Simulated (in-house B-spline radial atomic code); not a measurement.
# The zirconium ion Zr²⁺: [Kr] 4d2

Computed with a radial B-spline atomic code at the basis-set limit: Dirac-Kohn-Sham PBE, spherical fractional occupations, Fermi nucleus of rms radius 4.2694 fm.

Z_r = [3n² - l(l+1)]/(2<r>); Z_e = n√(-2ε); the last column is Slater's effective charge. Values are occupation-weighted means over j. An effective charge above Z reflects the relativistic contraction of the inner shells.

| shell | electrons | ε (eV) | <r> (bohr) | Z_r | Z_e | Slater |
| --- | --- | --- | --- | --- | --- | --- |
| 1s | 2 | -17831 | 0.03707 | 40.47 | 36.20 | 39.70 |
| 2s | 2 | -2482.8 | 0.1623 | 36.97 | 27.02 | 35.85 |
| 2p | 6 | -2216.8 | 0.1416 | 35.32 | 25.53 | 35.85 |
| 3s | 2 | -419.1 | 0.4582 | 29.46 | 16.65 | 28.75 |
| 3p | 6 | -332.24 | 0.4619 | 27.06 | 14.82 | 28.75 |
| 3d | 10 | -189.14 | 0.4525 | 23.20 | 11.19 | 18.85 |
| 4s | 2 | -68.96 | 1.212 | 19.80 | 9.01 | 12.25 |
| 4p | 6 | -46.932 | 1.363 | 16.87 | 7.43 | 12.25 |
| 4d | 2 | -17.298 | 2.009 | 10.45 | 4.51 | 3.65 |

The least bound orbital is 4d5/2 at -17.24 eV, and it is also the most diffuse (<r> = 2.015 bohr).

Spin-orbit splittings of the orbital energies (j = l + 1/2 above j = l - 1/2 when positive): 2p 85.86 eV, 3p 13.67 eV, 3d 2.497 eV, 4p 1.78 eV, 4d 0.1554 eV.

For the 1s electron the small component carries 2.12 % of the norm, the zero-frequency Breit interaction raises the level by 33.11 eV, self-energy by 17.94 eV, and vacuum polarisation lowers it by 2.002 eV.

The density falls to 0.001 bohr⁻³ at 3.648 bohr; Σ<r²> = 30.401 bohr² gives, by the non-relativistic formula and without the paramagnetism of open shells, a Langevin diamagnetic susceptibility of -24.08×10⁻⁶ cm³/mol.
